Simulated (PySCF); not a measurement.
HClO, charge +1, doublet (typed; the unrestricted solution is spin-contaminated), at a GFN2-xTB geometry (a state made from the parent by changing its charge; the spin is typed, not shown lowest), with bond 3-1 at 1.3 times its length; B3LYP/cc-pVDZ (PySCF).

The PySCF input:
```python
from pyscf import gto, scf, dft

mol = gto.M(
    atom='''
O    -0.043832    1.021486    0.014691
H    -0.966721    1.402032    0.005034
Cl    0.113890   -1.038569   -0.013779
''',
    basis='cc-pvdz',
    charge=1,
    spin=1,
    verbose=4,
)

mf = dft.UKS(mol)
mf.xc = 'b3lyp'
mf.level_shift = 0.5
mf.max_cycle = 100
mf.kernel()
mf.analyze()
```

Output, abridged:

```
PySCF version 2.14.0

[INPUT] verbose = 4
[INPUT] num. atoms = 3
[INPUT] num. electrons = 25
[INPUT] charge = 1
[INPUT] spin (= nelec alpha-beta = 2S) = 1
[INPUT] symmetry False subgroup None
[INPUT] Mole.unit = angstrom
[INPUT] Symbol           X                Y                Z      unit          X                Y                Z       unit  Magmom
[...]
nuclear repulsion = 42.4406611774438
number of shells = 13
number of NR pGTOs = 74
number of NR cGTOs = 37
basis = cc-pvdz
ecp = {}

******** <class 'pyscf.dft.uks.UKS'> ********
method = UKS
initial guess = minao
damping factor = 0
level_shift factor = 0.5
DIIS = <class 'pyscf.scf.diis.CDIIS'>
diis_start_cycle = 1
diis_space = 8
diis_damp = 0
SCF conv_tol = 1e-09
SCF conv_tol_grad = None
SCF max_cycles = 100
direct_scf = True
direct_scf_tol = 1e-13
number electrons alpha = 13  beta = 12
XC library pyscf.dft.libxc version 7.1.2
    S. Lehtola, C. Steigemann, M. J. T. Oliveira, and M. A. L. Marques,  SoftwareX 7, 1–5 (2018)
XC functionals = b3lyp
    P. J. Stephens, F. J. Devlin, C. F. Chabalowski, and M. J. Frisch,  J. Phys. Chem. 98, 11623 (1994)
radial grids:
    Treutler-Ahlrichs [JCP 102, 346 (1995); DOI:10.1063/1.469408] (M4) radial grids

becke partition: Becke, JCP 88, 2547 (1988); DOI:10.1063/1.454033
pruning grids: <function nwchem_prune>
grids dens level: 3
symmetrized grids: False
atomic radii adjust function: <function treutler_atomic_radii_adjust>
small_rho_cutoff = 0
Set gradient conv threshold to 3.16228e-05
tot grids = 42776
init E= -535.824188501098

cycle= 1 E= -535.41338788781  delta_E= 0.411  |g|= 0.415  |ddm|= 1.12
cycle= 2 E= -535.454802315686  delta_E= -0.0414  |g|= 0.389  |ddm|= 0.42
cycle= 3 E= -535.501737725703  delta_E= -0.0469  |g|= 0.141  |ddm|= 0.167
cycle= 4 E= -535.509242008562  delta_E= -0.0075  |g|= 0.0542  |ddm|= 0.0501
cycle= 5 E= -535.510688312839  delta_E= -0.00145  |g|= 0.0155  |ddm|= 0.0253
cycle= 6 E= -535.510892226852  delta_E= -0.000204  |g|= 0.0091  |ddm|= 0.0116
cycle= 7 E= -535.511002831311  delta_E= -0.000111  |g|= 0.00625  |ddm|= 0.0088
cycle= 8 E= -535.511083586741  delta_E= -8.08e-05  |g|= 0.00588  |ddm|= 0.0089
cycle= 9 E= -535.511162877026  delta_E= -7.93e-05  |g|= 0.00558  |ddm|= 0.00936
cycle= 10 E= -535.511246007743  delta_E= -8.31e-05  |g|= 0.00548  |ddm|= 0.0107
cycle= 11 E= -535.511309690321  delta_E= -6.37e-05  |g|= 0.00457  |ddm|= 0.00785
cycle= 12 E= -535.511434617239  delta_E= -0.000125  |g|= 0.00899  |ddm|= 0.0238
[...]
converged SCF energy = -535.512156240785  <S^2> = 0.86947191  2S+1 = 2.116102
Total Energy =                        -535.512156240785089
[...]
Two-electron Energy =                  236.737025052094339
Two-electron Coulomb Energy =          273.415062590746459
DFT Exchange-Correlation Energy =      -36.678037538652120
**** MO energy ****
                             alpha | beta                alpha | beta
[...]
To work with the spin densities directly, `use mulliken_meta_spin()` only printing them here.

 ** Mulliken spin pop alpha/beta on meta-lowdin orthogonal AOs **
 ** Mulliken Spin Density (per AO)  **
spin_pop of  0 O 1s       -0.00000
spin_pop of  0 O 2s        0.00304
spin_pop of  0 O 3s        0.00001
spin_pop of  0 O 2px       0.03475
spin_pop of  0 O 2py       0.21515
spin_pop of  0 O 2pz       0.70083
spin_pop of  0 O 3px       0.00049
spin_pop of  0 O 3py       0.00044
spin_pop of  0 O 3pz       0.00166
spin_pop of  0 O 3dxy      0.00002
spin_pop of  0 O 3dyz     -0.00001
spin_pop of  0 O 3dz^2    -0.00018
spin_pop of  0 O 3dxz      0.00038
spin_pop of  0 O 3dx2-y2    0.00008
spin_pop of  1 H 1s       -0.02652
spin_pop of  1 H 2s       -0.00076
spin_pop of  1 H 2px      -0.00014
spin_pop of  1 H 2py       0.00001
spin_pop of  1 H 2pz       0.00020
spin_pop of  2 Cl 1s        0.00000
spin_pop of  2 Cl 2s       -0.00000
spin_pop of  2 Cl 3s        0.00446
spin_pop of  2 Cl 4s       -0.00001
spin_pop of  2 Cl 2px       0.00000
spin_pop of  2 Cl 2py      -0.00001
spin_pop of  2 Cl 2pz       0.00001
spin_pop of  2 Cl 3px       0.03340
spin_pop of  2 Cl 3py      -0.26215
spin_pop of  2 Cl 3pz       0.29405
spin_pop of  2 Cl 4px       0.00033
spin_pop of  2 Cl 4py      -0.00133
spin_pop of  2 Cl 4pz       0.00272
spin_pop of  2 Cl 3dxy     -0.00007
spin_pop of  2 Cl 3dyz     -0.00038
spin_pop of  2 Cl 3dz^2    -0.00010
spin_pop of  2 Cl 3dxz      0.00001
spin_pop of  2 Cl 3dx2-y2   -0.00036
 ** Mulliken Spin Density (per atom)  **
spin density of  0 O =      0.95666
spin density of  1 H =     -0.02721
spin density of  2 Cl =      0.07055
 ** Mulliken pop alpha/beta on meta-lowdin orthogonal AOs **
 ** Mulliken pop       alpha | beta **
[...]
In total            13.00000 | 12.00000
 ** Mulliken atomic charges   ( Nelec_alpha | Nelec_beta ) **
charge of  0O =      0.00339  (     4.47663      3.51997 )
charge of  1H =      0.43364  (     0.26957      0.29678 )
charge of  2Cl =      0.56296  (     8.25379      8.18324 )

WARN: System has nonzero charge 1; the dipole moment is origin-dependent.
Location of origin: [0. 0. 0.]

Dipole moment(X, Y, Z, Debye): -1.81610,  0.06522, -0.02932
```
